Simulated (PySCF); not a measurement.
A structure optimised at PBE0-D3(BJ)/def2-SVP, used in a PySCF frequency run:

```xyz
6

O      0.1069    -1.9015     0.0000
Si     0.0159    -0.2699     0.0000
Cl    -0.9726     0.4182    -1.6513
Cl     1.9239     0.4218     0.0000
Cl    -0.9726     0.4182     1.6513
H     -0.7168    -2.4001     0.0000
```
Charge 0, spin multiplicity 1.

Problem. Write its SMILES, formula and point group.

Solution. O[Si](Cl)(Cl)Cl, Cl3HOSi, Cs

Problem. What are its rotational constants (standard atomic weights)?

Solution. 1.8206, 1.7840, 1.2881 GHz
